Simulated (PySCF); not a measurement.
An unknown shows these calculated signals:

1H NMR (500 MHz, computed): δ 11.86 (br s, 1H).

13C{1H} NMR (computed): δ 169.8 (C), 129.0 (C), 126.7 (C).

Relativity neglected, equivalent nuclei averaged, single conformer, isolated molecule. PBE0-D3(BJ)/def2-TZVP structure; σ from GIAO-B97-2/pcSseg-2; PySCF 2.14.

References, each an isolated molecule treated in the same way: 1H (31.64 ppm), 13C (185.38 ppm) vs TMS.

Question: Which of these does the molecule contain: a non-aromatic C=C double bond, an S-methyl group, a CH3CH2 unit, a CF3 group, an NH or NH2 group?

Answer: 
- A non-aromatic C=C double bond: no.
- An S-methyl group: no.
- A CH3CH2 unit: no.
- A CF3 group: yes (δC 129.0).
- An NH or NH2 group: yes (δH 11.86 (br s)).

The data belong to `N=C(C(F)(F)F)C(F)(F)F`, C$_{3}$HF$_{6}$N; they needn't prove each group on their own.

Carbon signals by region: 1 in the far downfield region (above 160 ppm), 2 in the sp2 and nitrile region (100–160 ppm). Above 160 ppm: 169.8, C=N carbon.

OH/NH shifts are gas-phase values; hydrogen bonding in solution moves them, usually downfield. Splittings by 19F in the carbon and heteronuclear signals aren't shown, as no couplings were computed. Shifts are as computed. Against solution values, carbons near 30 ppm lie about +3 ppm off and those near 130 ppm about +7 ppm. Of 1211 compounds with measured shifts, 218 miss one by over three times the rms of a fit or turn the order of signals round; such compounds aren't used in these exercises.
